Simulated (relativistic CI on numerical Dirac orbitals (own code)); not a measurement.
Computed by Dirac-Coulomb-Breit CI, orbitals from a KLI potential per configuration, QED by a radiative potential, unscaled Slater integrals (own radial code, finite nucleus).

Configurations in the expansion (outside the closed core [Ne]): 3s2.3p6.3d6, 3s2.3p5.3d7, 3s2.3p4.3d8, 3s.3p6.3d7, 3p6.3d8, 3s.3p5.3d8, 3s2.3p6.3d5.4s, 3s2.3p6.3d5.4p, 3s2.3p6.3d5.4d, 3s2.3p6.3d5.4f, 3s2.3p4.3d7.4s, 3s2.3p5.3d6.4s, 3s2.3p6.3d4.4s2, 3s2.3p4.3d7.4p, 3s2.3p5.3d6.4p, 3s2.3p6.3d4.4s.4p, 3s2.3p6.3d5.5s, 3s2.3p4.3d7.4d, 3s.3p5.3d7.4s, 3s2.3p6.3d5.5p, 3s.3p6.3d6.4s, 3s2.3p5.3d5.4s2, 3s2.3p6.3d5.5f, 3s.3p6.3d6.4p, 3p6.3d7.4s, 3s2.3p6.3d5.6s, 3p6.3d7.4p, 3s.3p6.3d5.4s2, 3p6.3d6.4s2. Levels of other configurations are missing.

At this charge energies of transitions that change n are usually good to better than 1 %, and those within a shell (Δn = 0) to a few per cent. Terms inside the open d or f shell come out 10 to 20 % too wide with unscaled integrals.

Outline of the computed level scheme of Ru XXI. Lowest level of each configuration: 3s2.3p6.3d6 5D_4 at 0.000 eV; 3s2.3p5.3d7 5G°_6 at 154.298 eV.

Some strong electric-dipole decays among the lowest 45 levels: 3s2.3p5.3d7 3G°_5 → 3s2.3p6.3d6 5D_4 (6.7e+10 s⁻¹); 3s2.3p5.3d7 3D°_2 → 3s2.3p6.3d6 5D_1 (2.9e+10 s⁻¹); 3s2.3p5.3d7 5D°_4 → 3s2.3p6.3d6 5D_3 (1.8e+10 s⁻¹); 3s2.3p5.3d7 5G°_5 → 3s2.3p6.3d6 5D_4 (1.8e+10 s⁻¹); 3s2.3p5.3d7 5G°_3 → 3s2.3p6.3d6 5D_2 (1.4e+10 s⁻¹); 3s2.3p5.3d7 3D°_3 → 3s2.3p6.3d6 5D_2 (1.3e+10 s⁻¹); 3s2.3p5.3d7 5G°_3 → 3s2.3p6.3d6 5D_3 (9.5e+09 s⁻¹); 3s2.3p5.3d7 5G°_4 → 3s2.3p6.3d6 5D_3 (8.5e+09 s⁻¹).

LS names give the leading component of a level, which can be under half, so a name can repeat, a term be missing and a line seem to break the LS rules.
